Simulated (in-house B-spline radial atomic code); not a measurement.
RPA and G0W0 on CAM-B3LYP: Sn V (Sn4+)

Configuration [Kr] 4d10, mean-field start CAM-B3LYP. Computed with a B-spline radial code for spherical atoms: all electrons, scalar-relativistic (spin-free one-electron X2C), finite nucleus, each spin shell either full or empty, empty states to l = 9 with an (l + 1/2)⁻⁴ tail; G0W0 by contour deformation at full frequency.

Command:
```bash
python run_gw.py task.json out
```
Settings (radii: box in bohr, nucleus in fm):
```
Z                        50
electrons                46
configuration            [Kr] 4d10
hamiltonian              x2c
method                   camb3lyp
lmax                     9
rms_radius               4.6519
spin_polarised           False
box_radius               11.96
intervals                68
```

Cost of the run: 4.6 s on 1 thread of Arm Neoverse N1, on a shared host.

Energies (hartree):

```json
{"term": "mean-field total", "value": "-6173.45275"}
{"term": "Hartree-Fock functional on these orbitals", "value": "-6170.56164"}
{"term": "direct second order", "value": "-3.9885"}
{"term": "second-order exchange", "value": "1.109"}
{"term": "SOSEX correction", "value": "1.0433"}
```

Question: What is the RPA correlation energy, and what remains with SOSEX?

Answer: RPA gives -3.5639 hartree (-2.11 eV per electron); RPA + SOSEX gives -2.5206, and the second-order doubles -2.8795 hartree (no singles). RPA lacks exchange-type terms and so overcorrelates at short range.

Quasi-particle levels (eV):

```json
{"level": "4d", "occupied": "yes", "mean field": "-71.85", "Σx - vxc": "-5.71", "Σc": "?", "QP weight": "?", "G0W0": "?"}
{"level": "5s", "occupied": "no", "mean field": "-43.78", "Σx - vxc": "4.64", "Σc": "-1.92", "QP weight": "0.981", "G0W0": "-41.06"}
```

G0W0 = mean field + (Σx - vxc) + Σc, with Σc (partial-wave tail included) taken at the quasi-particle energy. Only the outer levels were computed. Levels of low weight are left out.

Question: Where does G0W0 put 4d?

Answer: At -77.49 eV, with Σc = 0.06 eV and a quasi-particle weight of 0.957. The tabulated removal energy is 77.03 ± 0.04 eV (NIST, measured); the calculation leaves out spin-orbit coupling, Breit and QED terms, and what these don't explain is the method's own error.
